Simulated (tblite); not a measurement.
Species: C₆H₆F₃N₃.
SMILES with atom numbers: `[CH2:1]=[CH:2][CH2:3][n:4]1[cH:5][c:6]([C:7]([F:8])([F:9])[F:10])[n:11][n:12]1` (hydrogens: H13, H14 on C1; H15 on C2; H16, H17 on C3; H18 on C5)

Computed with GFN2-xTB (tblite), gas phase: L-BFGS steps from a force-field or distance-geometry start until the largest atomic force falls under 0.01 eV/Å.

Step 8: E = -1056.6008 eV
```
atom  x, y, z in Å  |  force x, y, z in eV/Å
C1     -3.1832    0.2304   -0.9893    0.059   0.011   0.041
C2     -2.4015    0.2606    0.0738   -0.047   0.046  -0.065
C3     -1.4688   -0.8473    0.4753   -0.043   0.025   0.004
N4     -0.1041   -0.3906    0.5686    0.010  -0.016  -0.073
C5      0.7986   -0.2790   -0.4258    0.060  -0.008   0.031
C6      1.9326    0.1921    0.2088   -0.017   0.012   0.028
C7      3.2750    0.5098   -0.3500   -0.028   0.005   0.019
F8      3.3198    0.2671   -1.6742    0.001   0.008   0.017
F9      3.6104    1.7972   -0.1852    0.000  -0.010  -0.036
F10     4.2569   -0.2161    0.2036   -0.042   0.001  -0.029
N11     1.6436    0.3399    1.5202   -0.016   0.001   0.028
N12     0.4365   -0.0085    1.7183   -0.033  -0.021  -0.044
H13    -3.2098   -0.6060   -1.6685    0.039  -0.028   0.022
H14    -3.8430    1.0473   -1.2237   -0.007   0.000   0.010
H15    -2.4072    1.1109    0.7396    0.043   0.042   0.014
H16    -1.5228   -1.6663   -0.2464    0.019  -0.025   0.052
H17    -1.7424   -1.1994    1.4740    0.001  -0.062  -0.005
H18     0.6007   -0.5356   -1.4441    0.001   0.019  -0.012
```

Step 9: E = -1056.6016 eV
```
atom  x, y, z in Å  |  force x, y, z in eV/Å
C1     -3.1822    0.2303   -0.9894    0.016   0.016  -0.003
C2     -2.4012    0.2623    0.0732   -0.002   0.021  -0.006
C3     -1.4693   -0.8467    0.4752   -0.028   0.009  -0.012
N4     -0.1040   -0.3906    0.5668   -0.005  -0.024  -0.028
C5      0.7999   -0.2795   -0.4261    0.030  -0.011  -0.025
C6      1.9323    0.1929    0.2103    0.002   0.011   0.024
C7      3.2746    0.5100   -0.3496   -0.049   0.004   0.007
F8      3.3183    0.2665   -1.6745    0.001   0.014   0.040
F9      3.6097    1.7974   -0.1855    0.008  -0.012  -0.038
F10     4.2555   -0.2167    0.2035   -0.025   0.000  -0.026
N11     1.6426    0.3403    1.5219   -0.039  -0.015  -0.007
N12     0.4351   -0.0093    1.7177   -0.021  -0.010  -0.049
H13    -3.2079   -0.6075   -1.6680    0.036  -0.003   0.039
H14    -3.8432    1.0470   -1.2231    0.002  -0.013   0.002
H15    -2.4044    1.1119    0.7407    0.033   0.035  -0.004
H16    -1.5232   -1.6669   -0.2462    0.014  -0.008   0.059
H17    -1.7417   -1.1998    1.4743    0.002  -0.048  -0.018
H18     0.6005   -0.5352   -1.4461    0.023   0.033   0.046
```

Step 10: E = -1056.6025 eV
```
atom  x, y, z in Å  |  force x, y, z in eV/Å
C1     -3.1808    0.2307   -0.9898    0.005   0.019  -0.001
C2     -2.4005    0.2647    0.0729    0.020  -0.008   0.020
C3     -1.4704   -0.8459    0.4747    0.000  -0.018  -0.016
N4     -0.1042   -0.3913    0.5640    0.005  -0.020   0.011
C5      0.8022   -0.2802   -0.4268   -0.017  -0.005  -0.028
C6      1.9319    0.1941    0.2123    0.001   0.000   0.005
C7      3.2732    0.5102   -0.3490   -0.039   0.008  -0.006
F8      3.3164    0.2662   -1.6740   -0.008   0.014   0.041
F9      3.6090    1.7974   -0.1866    0.015  -0.001  -0.031
F10     4.2533   -0.2173    0.2029   -0.002  -0.006  -0.012
N11     1.6408    0.3406    1.5237   -0.068  -0.028  -0.031
N12     0.4326   -0.0105    1.7161   -0.005   0.002  -0.037
H13    -3.2050   -0.6093   -1.6666    0.030   0.015   0.045
H14    -3.8434    1.0463   -1.2223    0.002  -0.014  -0.014
H15    -2.4005    1.1136    0.7418    0.019   0.031  -0.022
H16    -1.5234   -1.6678   -0.2449    0.000   0.001   0.048
H17    -1.7407   -1.2012    1.4742    0.002  -0.024  -0.031
H18     0.6008   -0.5340   -1.4475    0.042   0.035   0.059
```

Task: Estimate the geometry and energy of step 11. (The exact step hangs on the optimiser's Hessian estimate; all steps are aligned on step 10, rigid shifts and turns removed.)

Result: E = -1056.6031 eV, largest force 0.066 eV/Å
```
atom  x, y, z in Å  |  force x, y, z in eV/Å
C1     -3.1792    0.2311   -0.9899    0.000   0.019   0.009
C2     -2.3993    0.2667    0.0729    0.029  -0.022   0.033
C3     -1.4710   -0.8454    0.4740    0.025  -0.028  -0.010
N4     -0.1042   -0.3924    0.5613   -0.013  -0.020   0.038
C5      0.8037   -0.2807   -0.4275   -0.037   0.002  -0.026
C6      1.9313    0.1952    0.2139   -0.008  -0.007  -0.006
C7      3.2710    0.5106   -0.3483   -0.009   0.010  -0.011
F8      3.3138    0.2658   -1.6728   -0.016   0.008   0.017
F9      3.6084    1.7973   -0.1880    0.018   0.012  -0.021
F10     4.2511   -0.2179    0.2021    0.012  -0.009   0.002
N11     1.6381    0.3406    1.5247   -0.054  -0.021  -0.032
N12     0.4300   -0.0116    1.7140   -0.010   0.004  -0.006
H13    -3.2015   -0.6107   -1.6644    0.022   0.020   0.041
H14    -3.8434    1.0452   -1.2218    0.000  -0.007  -0.026
H15    -2.3959    1.1153    0.7424    0.008   0.026  -0.033
H16    -1.5240   -1.6684   -0.2435   -0.012  -0.006   0.024
H17    -1.7394   -1.2022    1.4737   -0.001  -0.009  -0.030
H18     0.6019   -0.5322   -1.4480    0.047   0.028   0.037
```

The energy changes by -0.0007 eV. The first-order estimate −F·Δx gives -0.0010 eV and the mean of the old and new forces, exact on a quadratic surface, -0.0007 eV. The step makes an angle of 61° with the force vector and moves no atom by more than 0.005 Å.
